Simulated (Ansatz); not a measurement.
A calculation with Ansatz (development build ahead of 0.2.0).

```yaml
crystal:
  periodic: [false, false, false]
  atoms:
    - { symbol: Be, position_ang: [2.415, 0.0, 0.0] }
    - { symbol: Be, position_ang: [1.2075, 2.09145, 0.0] }
    - { symbol: Be, position_ang: [-1.2075, 2.09145, 0.0] }
    - { symbol: Be, position_ang: [-2.415, 0.0, 0.0] }
    - { symbol: Be, position_ang: [-1.2075, -2.09145, 0.0] }
    - { symbol: Be, position_ang: [1.2075, -2.09145, 0.0] }
basis:
  gaussian: { orbitals: def2-SVP }
hamiltonian:
  xc: hf
correlation:
  method: mp2
  frozen_orbitals: { Be: 0 }
output:
  forces: true
```

The input is written out in the form of the current development build from the run's settings.

The run gave:

```yaml
Converged: yes
Reference_energy: -87.45218 hartree
Correlation_energy: -0.12591 hartree
Total_energy: -87.57809 hartree
```

Forces (eV/Å):
```
atom      Fx      Fy     Fz
 Be1  -0.938   0.000  0.000
 Be2  -0.469  -0.812  0.000
 Be3   0.469  -0.812  0.000
 Be4   0.938   0.000  0.000
 Be5   0.469   0.812  0.000
 Be6  -0.469   0.812  0.000
```

Caution: bonds are stretched, where a single reference can fail; stretched shape with no unrestricted run beside it, a lower state can exist.
